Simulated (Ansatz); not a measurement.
Zn₁₂H₃₀Se₁₂. Total charge 0; triplet. Geometry PBE-D4/def2-SVP, that of the neutral singlet; atoms count from 1.

```xyz
54

Zn    1.6844   -3.5779    2.8531
Se   -2.0231   -2.7320    3.6041
Zn    2.8916   -2.1108    1.0286
Se    3.2826   -2.9765   -1.2450
Se    0.4857   -1.7019    1.6162
Zn   -0.4218   -2.4520   -0.5685
Zn   -3.5033   -0.9313    2.3028
Se   -2.8711   -1.5276   -0.0809
Zn    2.4788   -1.0281   -2.5225
Se    0.0221   -0.6328   -2.1874
Zn    0.7640   -1.4551   -4.4708
Zn   -3.9288    0.2397   -1.5598
Se   -2.8215   -0.3136   -3.9258
Se    4.3556   -0.2321    1.6512
Zn    0.7436    0.6198    2.4760
Se   -1.8727    1.0081    2.5520
Zn    3.4630    1.4282    0.0740
Se    3.9047    0.9617   -2.3071
Se    1.0690    2.0622    0.4694
Zn    0.2228    1.8249   -1.8460
Zn   -2.8386    2.9927    1.2762
Se   -2.2862    2.1223   -1.0390
Zn    2.8140    3.8895    0.7241
Se   -0.7435    4.5633    1.7811
H     1.0740   -5.3226    1.3909
H     1.0984   -4.4005    4.0357
H    -1.8754   -3.7333    2.5213
H    -3.2402   -3.4280    4.1303
H     3.2082   -3.4404    2.1304
H     0.8022   -4.8525    0.8335
H     1.9225   -3.6006   -1.2834
H    -0.2617   -3.9756   -0.9612
H    -4.9675   -0.8902    2.8487
H    -3.8979   -2.5817   -0.2823
H     2.4387   -1.4631   -4.2242
H    -0.1858   -2.0286   -5.5631
H     0.8129    0.6431   -5.4811
H    -5.4729    0.4533   -1.6839
H    -2.5653   -1.7680   -3.8035
H    -4.1478   -0.5613   -4.5763
H     3.3796    0.2154    2.6993
H     2.6680    3.0328    3.0197
H     1.6475    0.9393    3.7327
H    -2.2804    1.4378    3.9135
H     4.2108    2.9671    0.4751
H     2.7696    1.8484   -2.7216
H     0.8412    0.9835   -4.7824
H     0.7743    2.6902   -3.0475
H    -4.1890    3.6894    1.6438
H    -2.9774    3.1743   -1.8271
H     2.9909    3.7395    3.0414
H     2.5054    5.4147    0.7782
H    -1.5985    5.7786    1.9682
H    -0.3557    4.9982    0.4188
```

Single mean-field runs in def2-SVP are fitted with def2-universal-jkfit. In the triplet geometry the species has come apart into loosely held pieces. At PBE0-D4/def2-SVP a singlet of charge 0 lies 4.95 eV below the triplet at the same geometry.

Problem. Estimate the Mulliken populations of the heavy atoms from the PBE0/def2-SVP orbitals of Ansatz.

Solution. 
```json
{"atom": "Zn1", "charge (e)": "0.33", "spin (α − β)": "0.02", "d electrons": "9.93"}
{"atom": "Se2", "charge (e)": "-0.03", "spin (α − β)": "0.00", "d electrons": "–"}
{"atom": "Zn3", "charge (e)": "0.41", "spin (α − β)": "0.00", "d electrons": "9.94"}
{"atom": "Se4", "charge (e)": "-0.29", "spin (α − β)": "0.02", "d electrons": "–"}
{"atom": "Se5", "charge (e)": "-0.55", "spin (α − β)": "0.16", "d electrons": "–"}
{"atom": "Zn6", "charge (e)": "0.35", "spin (α − β)": "0.09", "d electrons": "9.92"}
{"atom": "Zn7", "charge (e)": "0.38", "spin (α − β)": "0.02", "d electrons": "9.94"}
{"atom": "Se8", "charge (e)": "-0.36", "spin (α − β)": "0.02", "d electrons": "–"}
{"atom": "Zn9", "charge (e)": "0.41", "spin (α − β)": "0.00", "d electrons": "9.94"}
{"atom": "Se10", "charge (e)": "-0.49", "spin (α − β)": "0.26", "d electrons": "–"}
{"atom": "Zn11", "charge (e)": "0.33", "spin (α − β)": "0.06", "d electrons": "9.92"}
{"atom": "Zn12", "charge (e)": "0.38", "spin (α − β)": "0.02", "d electrons": "9.94"}
{"atom": "Se13", "charge (e)": "-0.05", "spin (α − β)": "0.00", "d electrons": "–"}
{"atom": "Se14", "charge (e)": "-0.29", "spin (α − β)": "0.01", "d electrons": "–"}
{"atom": "Zn15", "charge (e)": "0.39", "spin (α − β)": "0.06", "d electrons": "9.93"}
{"atom": "Se16", "charge (e)": "-0.36", "spin (α − β)": "0.02", "d electrons": "–"}
{"atom": "Zn17", "charge (e)": "0.41", "spin (α − β)": "0.00", "d electrons": "9.94"}
{"atom": "Se18", "charge (e)": "-0.28", "spin (α − β)": "0.03", "d electrons": "–"}
{"atom": "Se19", "charge (e)": "-0.52", "spin (α − β)": "0.23", "d electrons": "–"}
{"atom": "Zn20", "charge (e)": "0.36", "spin (α − β)": "0.09", "d electrons": "9.93"}
{"atom": "Zn21", "charge (e)": "0.38", "spin (α − β)": "0.02", "d electrons": "9.94"}
{"atom": "Se22", "charge (e)": "-0.36", "spin (α − β)": "0.03", "d electrons": "–"}
{"atom": "Zn23", "charge (e)": "0.33", "spin (α − β)": "0.05", "d electrons": "9.93"}
{"atom": "Se24", "charge (e)": "-0.05", "spin (α − β)": "0.00", "d electrons": "–"}
```
Mulliken values depend strongly on the basis.

Problem. Where does the spin sit?

Solution. Summed by element: Zn 0.43, Se 0.76, H 0.81, of 2 unpaired in all. Largest on single atoms: Se10 0.26, Se19 0.23, H50 0.16.

Problem. And the Mayer bond orders between heavy atoms (over 0.3)?

Solution. Zn1–Se5 0.42 (2.55 Å); Se2–Zn7 0.35 (2.67 Å); Zn3–Se4 0.63 (2.46 Å); Zn3–Se5 0.51 (2.51 Å); Zn3–Se14 0.64 (2.46 Å); Se4–Zn9 0.64 (2.46 Å); Se5–Zn6 0.47 (2.48 Å); Se5–Zn15 0.47 (2.49 Å); Zn6–Se8 0.38 (2.66 Å); Zn6–Se10 0.50 (2.48 Å); Zn7–Se8 0.47 (2.54 Å); Zn7–Se16 0.45 (2.55 Å); Se8–Zn12 0.47 (2.54 Å); Zn9–Se10 0.49 (2.51 Å); Zn9–Se18 0.65 (2.46 Å); Se10–Zn11 0.39 (2.54 Å); Se10–Zn20 0.44 (2.49 Å); Zn12–Se13 0.34 (2.67 Å); Zn12–Se22 0.45 (2.55 Å); Se14–Zn17 0.65 (2.46 Å); Zn15–Se16 0.41 (2.65 Å); Zn15–Se19 0.48 (2.49 Å); Se16–Zn21 0.46 (2.55 Å); Zn17–Se18 0.63 (2.47 Å); Zn17–Se19 0.50 (2.51 Å); Se19–Zn20 0.45 (2.48 Å); Se19–Zn23 0.40 (2.54 Å); Zn20–Se22 0.39 (2.65 Å); Zn21–Se22 0.47 (2.53 Å); Zn21–Se24 0.34 (2.67 Å).
